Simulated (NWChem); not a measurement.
System: RbF; SMILES [F][Rb]

NWChem printed, in part:

```
             Northwest Computational Chemistry Package (NWChem) 7.3.0
             --------------------------------------------------------

                             Geometry "geometry" -> ""
                             -------------------------

 Output coordinates in angstroms (scale by  1.889725989 to convert to a.u.)

  No.       Tag          Charge          X              Y              Z
 ---- ---------------- ---------- -------------- -------------- --------------
    1 Rb                  37.0000     0.00000000     0.00000000    -0.48917400
    2 F                    9.0000     0.00000000     0.00000000     1.82850900

 Effective nuclear repulsion energy (a.u.)      76.0311155222

                                 NWChem DFT Module
                                 -----------------

 Summary of "ao basis" -> "ao basis" (spherical)
 ------------------------------------------------------------------------------
       Tag                 Description            Shells   Functions and Types
 ---------------- ------------------------------  ------  ---------------------
 Rb                        def2-tzvpd               13       33   6s4p3d
 F                         def2-tzvpd               14       40   6s4p3d1f

            General Information
            -------------------
          SCF calculation type: DFT
          Wavefunction type:  closed shell.
          No. of atoms     :     2
          No. of electrons :    18
           Alpha electrons :     9
            Beta electrons :     9
          Charge           :     0
          Spin multiplicity:     1
          Use of symmetry is: off; symmetry adaption is: off
          Maximum number of iterations: 150
          AO basis - number of functions:    73
                     number of shells:    27
          Convergence on energy requested:  1.00D-06
          Convergence on density requested:  1.00D-05
          Convergence on gradient requested:  5.00D-04

              XC Information
              --------------
                         PBE0 Method XC Functional
                     Hartree-Fock (Exact) Exchange  0.250
          PerdewBurkeErnzerhof Exchange Functional  0.750
            Perdew 1991 LDA Correlation Functional  1.000 local
           PerdewBurkeErnz. Correlation Functional  1.000 non-local

             Grid Information
             ----------------
          Grid used for XC integration:  medium
          Radial quadrature: Mura-Knowles
          Angular quadrature: Lebedev.
          Tag              B.-S. Rad. Rad. Pts. Rad. Cut. Ang. Pts.
          ---              ---------- --------- --------- ---------
          Rb                  2.35      123          16.0       590
          F                   0.50       49          13.0       434
          Grid pruning is: on
          Number of quadrature shells:   172
          Spatial weights used:  Erf1

      Superposition of Atomic Density Guess
      -------------------------------------

 Sum of atomic energies:        -126.88279508

      Non-variational initial energy
      ------------------------------

 Total energy =    -122.912369
 1-e energy   =    -215.295761
 2-e energy   =      73.889337
 HOMO         =      -0.599464
 LUMO         =      -0.051342

   convergence    iter        energy       DeltaE   RMS-Dens  Diis-err
 ---------------- ----- ----------------- --------- --------- ---------
 d= 0,ls=0.0,diis     1   -123.8178383459 -1.42D+02  3.04D-02  9.92D-01
 d= 0,ls=0.0,diis     2   -120.9505454637  2.87D+00  2.85D-02  2.15D+01
 d= 0,ls=0.0,diis     3   -123.9289159410 -2.98D+00  1.66D-03  1.11D-02
 d= 0,ls=0.0,diis     4   -123.9308681220 -1.95D-03  3.41D-04  1.50D-03
 d= 0,ls=0.0,diis     5   -123.9310309666 -1.63D-04  7.70D-05  1.13D-04
  Resetting Diis
 d= 0,ls=0.0,diis     6   -123.9310419137 -1.09D-05  1.18D-05  1.56D-06
 d= 0,ls=0.0,diis     7   -123.9310421100 -1.96D-07  1.55D-06  4.06D-08

         Total DFT energy =     -123.931042109973
      One electron energy =     -218.459502889988
           Coulomb energy =       90.240537321156
    Exchange-Corr. energy =      -14.206131668169
 Nuclear repulsion energy =       18.494055127028

 Numeric. integr. density =       17.999998386551

                       DFT Final Molecular Orbital Analysis
                       ------------------------------------

 Vector    7  Occ=2.000000D+00  E=-2.303833D-01
              MO Center=  2.1D-09, -2.1D-09,  1.8D+00, r^2= 6.8D-01
   Bfn.  Coefficient  Atom+Function         Bfn.  Coefficient  Atom+Function
  ----- ------------  ---------------      ----- ------------  ---------------
    40      0.354213  2 F  px                41      0.320177  2 F  py
    43      0.285403  2 F  px                44      0.257979  2 F  py
    46      0.229956  2 F  px                47      0.207859  2 F  py
    49      0.069154  2 F  px                50      0.062509  2 F  py
     7     -0.043743  1 Rb px                 8     -0.039540  1 Rb py

 Vector    8  Occ=2.000000D+00  E=-2.303833D-01
              MO Center= -7.0D-10,  8.3D-10,  1.8D+00, r^2= 6.8D-01
   Bfn.  Coefficient  Atom+Function         Bfn.  Coefficient  Atom+Function
  ----- ------------  ---------------      ----- ------------  ---------------
    41      0.354213  2 F  py                40     -0.320177  2 F  px
    44      0.285403  2 F  py                43     -0.257979  2 F  px
    47      0.229956  2 F  py                46     -0.207859  2 F  px
    50      0.069154  2 F  py                49     -0.062509  2 F  px
     8     -0.043743  1 Rb py                 7      0.039540  1 Rb px

 Vector    9  Occ=2.000000D+00  E=-2.288990D-01
              MO Center=  1.7D-08, -1.9D-08,  1.7D+00, r^2= 9.4D-01
   Bfn.  Coefficient  Atom+Function         Bfn.  Coefficient  Atom+Function
  ----- ------------  ---------------      ----- ------------  ---------------
    42      0.479310  2 F  pz                45      0.387248  2 F  pz
    48      0.313675  2 F  pz                 9      0.170990  1 Rb pz
     3      0.135854  1 Rb s                 51      0.085368  2 F  pz
    21     -0.073718  1 Rb d  0               2     -0.068740  1 Rb s
    12      0.068956  1 Rb pz                15      0.042555  1 Rb pz

 Vector   10  Occ=0.000000D+00  E=-3.875094D-02
              MO Center= -8.4D-08,  5.9D-08, -1.9D+00, r^2= 9.2D+00
   Bfn.  Coefficient  Atom+Function         Bfn.  Coefficient  Atom+Function
  ----- ------------  ---------------      ----- ------------  ---------------
     5      0.594172  1 Rb s                  6      0.441810  1 Rb s
     3     -0.235220  1 Rb s                 15     -0.233846  1 Rb pz
    18     -0.191529  1 Rb pz                 4     -0.188091  1 Rb s
     9      0.136573  1 Rb pz                 2      0.123313  1 Rb s
    42      0.042662  2 F  pz                 1      0.035061  1 Rb s

 Vector   11  Occ=0.000000D+00  E= 5.724369D-03
              MO Center= -2.2D-07,  4.3D-08, -2.0D+00, r^2= 1.9D+01
   Bfn.  Coefficient  Atom+Function         Bfn.  Coefficient  Atom+Function
  ----- ------------  ---------------      ----- ------------  ---------------
    16      0.823085  1 Rb px                32      0.303946  1 Rb d  1
    27      0.191409  1 Rb d  1               7     -0.141258  1 Rb px
    13      0.083722  1 Rb px                17      0.066756  1 Rb py
    22      0.039322  1 Rb d  1              49      0.034585  2 F  px

 Vector   12  Occ=0.000000D+00  E= 5.724369D-03
              MO Center= -7.7D-08,  2.3D-09, -2.0D+00, r^2= 1.9D+01
   Bfn.  Coefficient  Atom+Function         Bfn.  Coefficient  Atom+Function
  ----- ------------  ---------------      ----- ------------  ---------------
    17      0.823085  1 Rb py                30     -0.303946  1 Rb d -1
    25     -0.191409  1 Rb d -1               8     -0.141258  1 Rb py
    14      0.083722  1 Rb py                16     -0.066756  1 Rb px
    20     -0.039322  1 Rb d -1              50      0.034585  2 F  py

     Multipole analysis of the density
     ---------------------------------

     L   x y z        total         alpha         beta         nuclear
     -   - - -        -----         -----         ----         -------
     0   0 0 0     -0.000000     -9.000000     -9.000000     18.000000

     1   1 0 0     -0.000000     -0.000000     -0.000000      0.000000
     1   0 1 0      0.000000      0.000000      0.000000      0.000000
     1   0 0 1     -3.514026    -13.146406    -13.146406     22.778785

     2   2 0 0    -14.026880     -7.013440     -7.013440      0.000000
     2   1 1 0     -0.000000     -0.000000     -0.000000      0.000000
     2   1 0 1     -0.000000     -0.000000     -0.000000      0.000000
     2   0 2 0    -14.026880     -7.013440     -7.013440      0.000000
     2   0 1 1      0.000000      0.000000      0.000000      0.000000
     2   0 0 2    -23.960359    -69.553998    -69.553998    115.147638

 *** CALLING NEW AORESP DRIVER FOR CLOSED AND OPEN SHELLS ***
 Entering AOResponse driver routine

--------------------------------------------------------------------------------

          -----------------------------------------------
          Solving response equations for perturbing field
          -----------------------------------------------

[...]

 DFT Linear Response polarizability / au
 Frequency  =       0.0000000 / au
              X              Y              Z
 -----------------------------------------------
 X      18.3742494      0.0000001      0.0000001
 Y       0.0000001     18.3742494     -0.0000001
 Z       0.0000001     -0.0000001     27.8573216
 -----------------------------------------------
 Eigenvalues =      18.3742495     18.3742493     27.8573216
 Isotropic   =      21.5352735
 Anisotropic =       9.4830722
 -----------------------------------------------

 Magnetic Dipole Response Matrix (nonzero elements):

 Exiting AOResponse driver routine
```

Level: PBE0/def2-TZVPD with def2 effective core potentials on Rb. Geometry: optimised at PBE-D3(BJ)/def2-SVP. def2 effective core potentials on Rb; no spin-orbit coupling.

**Question.** Which NWChem input produces such a log?

**Answer.** Several could match; the one computed here: the input that was run:
```
start job
memory heap 200 mb stack 900 mb global 1100 mb
geometry units angstroms noautosym nocenter noautoz
  Rb     0.000000     0.000000    -0.489174
  F      0.000000     0.000000     1.828509
end
basis spherical
  Rb library def2-tzvpd
  F library def2-tzvpd
end
ecp
  Rb library def2-ecp
end
dft
  xc pbe0
  iterations 150
end
property
  response 1 0.0
end
task dft property
```
